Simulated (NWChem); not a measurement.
System: SiH3Cl; SMILES Cl[SiH3]

Output (shortened):

```
             Northwest Computational Chemistry Package (NWChem) 7.3.0
             --------------------------------------------------------

 C3V symmetry detected

                             Geometry "geometry" -> ""
                             -------------------------

 Output coordinates in angstroms (scale by  1.889725989 to convert to a.u.)

  No.       Tag          Charge          X              Y              Z
 ---- ---------------- ---------- -------------- -------------- --------------
    1 Si                  14.0000    -0.00000000    -0.00000000    -0.99134826
    2 Cl                  17.0000    -0.00000000     0.00000000     1.07642174
    3 H                    1.0000     0.99632614     0.99632614    -1.47343126
    4 H                    1.0000    -1.36100682     0.36468068    -1.47343126
    5 H                    1.0000     0.36468068    -1.36100682    -1.47343126

 Effective nuclear repulsion energy (a.u.)      85.7469330851

      Symmetry information
      --------------------

 Group name             C3v
 Group number             17
 Group order               6
 No. of unique centers     3

                                 NWChem DFT Module
                                 -----------------

 Summary of "ao basis" -> "ao basis" (spherical)
 ------------------------------------------------------------------------------
       Tag                 Description            Shells   Functions and Types
 ---------------- ------------------------------  ------  ---------------------
 Si                        6-311++g**               14       30   7s6p1d
 Cl                        6-311++g**               14       30   7s6p1d
 H                         6-311++g**                5        7   4s1p

      Symmetry analysis of basis
      --------------------------

        a1         34
        a2          1
        e          46

  Rotation of axis

            General Information
            -------------------
          SCF calculation type: DFT
          Wavefunction type:  closed shell.
          No. of atoms     :     5
          No. of electrons :    34
           Alpha electrons :    17
            Beta electrons :    17
          Charge           :     0
          Spin multiplicity:     1
          Use of symmetry is: on ; symmetry adaption is: on
          Maximum number of iterations: 150
          AO basis - number of functions:    81
                     number of shells:    43
          Convergence on energy requested:  1.00D-06
          Convergence on density requested:  1.00D-05
          Convergence on gradient requested:  5.00D-04

              XC Information
              --------------
                         B3LYP Method XC Potential
                     Hartree-Fock (Exact) Exchange  0.200
                        Slater Exchange Functional  0.800 local
                    Becke 1988 Exchange Functional  0.720 non-local
              Lee-Yang-Parr Correlation Functional  0.810
                  VWN I RPA Correlation Functional  0.190 local

             Grid Information
             ----------------
          Grid used for XC integration:  medium
          Radial quadrature: Mura-Knowles
          Angular quadrature: Lebedev.
          Tag              B.-S. Rad. Rad. Pts. Rad. Cut. Ang. Pts.
          ---              ---------- --------- --------- ---------
          Si                  1.10       88          11.0       590
          Cl                  1.00       88          13.0       590
          H                   0.35       45          12.0       434
          Grid pruning is: on
          Number of quadrature shells:   221
          Spatial weights used:  Erf1

      Superposition of Atomic Density Guess
      -------------------------------------

 Sum of atomic energies:        -749.81425639

      Non-variational initial energy
      ------------------------------

 Total energy =    -750.231507
 1-e energy   =   -1207.513205
 2-e energy   =     371.534766
 HOMO         =      -0.391479
 LUMO         =       0.021622

      Symmetry analysis of molecular orbitals - initial
      -------------------------------------------------

  Numbering of irreducible representations:

     1 a1          2 a2          3 e

  Orbital symmetries:

     1 a1          2 a1          3 a1          4 a1          5 e
     6 e           7 a1          8 e           9 e          10 a1
    11 a1         12 a1         13 a1         14 e          15 e
    16 e          17 e          18 a1         19 a1         20 e
    21 e          22 e          23 e          24 a1         25 a1
    26 e          27 e

     ---------------------------------------------
      Total Density - Mulliken Population Analysis
     ---------------------------------------------

    Atom       Charge   Shell Charges
 -----------   ------   -------------------------------------------------------
    1 Si  14    13.44   0.79  1.18  0.97  1.02  0.79  0.52  1.95  3.95  0.50  1.26  0.20  0.14  0.06  0.12
    2 Cl  17    17.33   0.78  1.19  0.91  1.08  0.99  1.03  7.41 -1.50  1.04  3.19  1.43 -0.12 -0.11  0.01
    3 H    1     1.08   0.23  0.57  0.29 -0.02  0.01
    4 H    1     1.08   0.23  0.57  0.29 -0.02  0.01
    5 H    1     1.08   0.23  0.57  0.29 -0.02  0.01

   convergence    iter        energy       DeltaE   RMS-Dens  Diis-err
 ---------------- ----- ----------------- --------- --------- ---------
 d= 0,ls=0.0,diis     1   -751.5524783809 -8.37D+02  7.97D-03  1.07D+00
 d= 0,ls=0.0,diis     2   -751.5696092339 -1.71D-02  7.06D-03  1.35D-01
 d= 0,ls=0.0,diis     3   -751.5787461727 -9.14D-03  2.88D-03  7.73D-02
 d= 0,ls=0.0,diis     4   -751.5887908797 -1.00D-02  2.40D-04  4.71D-04
 d= 0,ls=0.0,diis     5   -751.5888494499 -5.86D-05  4.69D-05  2.68D-05
  Resetting Diis
 d= 0,ls=0.0,diis     6   -751.5888523128 -2.86D-06  1.03D-05  6.83D-07
 d= 0,ls=0.0,diis     7   -751.5888524204 -1.08D-07  1.22D-06  4.28D-09

         Total DFT energy =     -751.588852420424
      One electron energy =    -1209.027366713310
           Coulomb energy =      422.015101188524
    Exchange-Corr. energy =      -50.323519980737
 Nuclear repulsion energy =       85.746933085099

 Numeric. integr. density =       33.999987898090

                  Occupations of the irreducible representations
                  ----------------------------------------------

                     irrep           alpha         beta
                     --------     --------     --------
                     a1                9.0          9.0
                     a2                0.0          0.0
                     e                 8.0          8.0

                       DFT Final Molecular Orbital Analysis
                       ------------------------------------

 Vector   15  Occ=2.000000D+00  E=-3.911852D-01  Symmetry=e
              MO Center=  1.4D-01,  3.0D-01, -7.3D-01, r^2= 2.8D+00
   Bfn.  Coefficient  Atom+Function         Bfn.  Coefficient  Atom+Function
  ----- ------------  ---------------      ----- ------------  ---------------
    16      0.232862  1 Si px                62      0.214208  3 H  s
    46      0.211310  2 Cl px                17      0.162113  1 Si py
    63      0.151147  3 H  s                 47      0.147109  2 Cl py
    69     -0.140333  4 H  s                 61      0.137578  3 H  s
    37     -0.130934  2 Cl px                49      0.126054  2 Cl px

 Vector   16  Occ=2.000000D+00  E=-3.234563D-01  Symmetry=e
              MO Center=  7.8D-02, -1.3D-01,  4.1D-01, r^2= 2.8D+00
   Bfn.  Coefficient  Atom+Function         Bfn.  Coefficient  Atom+Function
  ----- ------------  ---------------      ----- ------------  ---------------
    47      0.496094  2 Cl py                50      0.341169  2 Cl py
    38     -0.302342  2 Cl py                44      0.225761  2 Cl py
    76      0.185238  5 H  s                 77      0.136411  5 H  s
    62     -0.115808  3 H  s                 75      0.094707  5 H  s
    63     -0.085282  3 H  s                 14     -0.075414  1 Si py

 Vector   17  Occ=2.000000D+00  E=-3.234563D-01  Symmetry=e
              MO Center= -7.8D-02,  1.3D-01,  4.1D-01, r^2= 2.8D+00
   Bfn.  Coefficient  Atom+Function         Bfn.  Coefficient  Atom+Function
  ----- ------------  ---------------      ----- ------------  ---------------
    46      0.496094  2 Cl px                49      0.341169  2 Cl px
    37     -0.302342  2 Cl px                43      0.225761  2 Cl px
    69      0.173809  4 H  s                 62     -0.147033  3 H  s
    70      0.127994  4 H  s                 63     -0.108276  3 H  s
    68      0.088863  4 H  s                 13     -0.075414  1 Si px

 Vector   18  Occ=0.000000D+00  E=-2.646183D-02  Symmetry=a1
              MO Center= -4.1D-15, -1.8D-14, -1.1D+00, r^2= 7.0D+00
   Bfn.  Coefficient  Atom+Function         Bfn.  Coefficient  Atom+Function
  ----- ------------  ---------------      ----- ------------  ---------------
    22      2.758954  1 Si s                 52     -1.733090  2 Cl s
    21      0.872986  1 Si pz                25      0.643147  1 Si pz
     6      0.587997  1 Si s                 64     -0.582962  3 H  s
    71     -0.582962  4 H  s                 78     -0.582962  5 H  s
    55      0.561946  2 Cl pz                36     -0.421970  2 Cl s

 Vector   19  Occ=0.000000D+00  E=-7.992527D-03  Symmetry=a1
              MO Center= -6.7D-16, -5.4D-18, -1.3D+00, r^2= 1.1D+01
   Bfn.  Coefficient  Atom+Function         Bfn.  Coefficient  Atom+Function
  ----- ------------  ---------------      ----- ------------  ---------------
    22      2.549363  1 Si s                 64     -1.413309  3 H  s
    71     -1.413309  4 H  s                 78     -1.413309  5 H  s
     6      0.787099  1 Si s                 25     -0.475282  1 Si pz
     5      0.334663  1 Si s                 21     -0.285460  1 Si pz
     4     -0.155355  1 Si s                 51      0.152394  2 Cl pz

 Vector   20  Occ=0.000000D+00  E= 2.235335D-02  Symmetry=e
              MO Center=  6.6D-02, -6.1D-02, -1.2D+00, r^2= 7.9D+00
   Bfn.  Coefficient  Atom+Function         Bfn.  Coefficient  Atom+Function
  ----- ------------  ---------------      ----- ------------  ---------------
    71      2.839277  4 H  s                 23      2.025970  1 Si px
    64     -2.031717  3 H  s                 19      0.984546  1 Si px
    78     -0.807561  5 H  s                 70      0.740512  4 H  s
    63     -0.529892  3 H  s                 53     -0.457869  2 Cl px
    16      0.396853  1 Si px                77     -0.210620  5 H  s

     ---------------------------------------------
      Total Density - Mulliken Population Analysis
     ---------------------------------------------

    Atom       Charge   Shell Charges
 -----------   ------   -------------------------------------------------------
    1 Si  14    13.58   0.79  1.18  0.95  1.04  0.86  0.44  1.98  3.89  0.66  1.34  0.06  0.15  0.08  0.17
    2 Cl  17    17.18   0.78  1.19  0.89  1.09  1.01  1.03  7.43 -1.52  1.09  2.99  1.41 -0.12 -0.11  0.02
    3 H    1     1.08   0.25  0.58  0.27 -0.03  0.01
    4 H    1     1.08   0.25  0.58  0.27 -0.03  0.01
    5 H    1     1.08   0.25  0.58  0.27 -0.03  0.01

     -------------------------------------------
      Total Density - Lowdin Population Analysis
     -------------------------------------------

    Atom       Charge   Shell Charges
 -----------   ------   -------------------------------------------------------
    1 Si  14    13.42   0.90  1.08  0.94  1.01  0.53  0.33  2.17  3.52  0.83  1.20  0.48  0.08  0.12  0.22
    2 Cl  17    17.20   0.90  1.08  0.93  1.04  0.87  0.83  4.50  0.93  1.70  2.71  1.33  0.12  0.23  0.02
    3 H    1     1.13   0.26  0.51  0.27  0.05  0.03
    4 H    1     1.13   0.26  0.51  0.27  0.05  0.03
    5 H    1     1.13   0.26  0.51  0.27  0.05  0.03

     Multipole analysis of the density
     ---------------------------------

     L   x y z        total         alpha         beta         nuclear
     -   - - -        -----         -----         ----         -------
     0   0 0 0     -0.000000    -17.000000    -17.000000     34.000000

     1   1 0 0     -0.000000     -0.000000     -0.000000      0.000000
     1   0 1 0     -0.000000     -0.000000     -0.000000     -0.000000
     1   0 0 1     -0.668351     -0.334175     -0.334175      0.000000

     2   2 0 0    -20.990524    -15.812572    -15.812572     10.634620
     2   1 1 0      0.000000      0.000000      0.000000      0.000000
     2   1 0 1     -0.000000     -0.000000     -0.000000     -0.000000
     2   0 2 0    -20.990524    -15.812572    -15.812572     10.634620
     2   0 1 1     -0.000000     -0.000000     -0.000000      0.000000
     2   0 0 2    -20.716538    -81.724958    -81.724958    142.733377
```

Level: B3LYP/6-311++G** (spherical d). Structure relaxed at the PBE0/def2-SVP level.

### Question
Which NWChem input produces such a log?

### Answer
Several could match; the one computed here: the input that was run:
```
start job
memory heap 200 mb stack 900 mb global 1100 mb
geometry units angstroms noautoz
  Si     0.000000     0.000000    -0.959954
  Cl     0.000000     0.000000     1.107816
  H     -0.787225    -1.168593    -1.442037
  H      1.405643    -0.097461    -1.442037
  H     -0.618418     1.266053    -1.442037
end
basis spherical
  * library 6-311++g**
end
dft
  xc b3lyp
  iterations 150
  mulliken
end
task dft energy
```
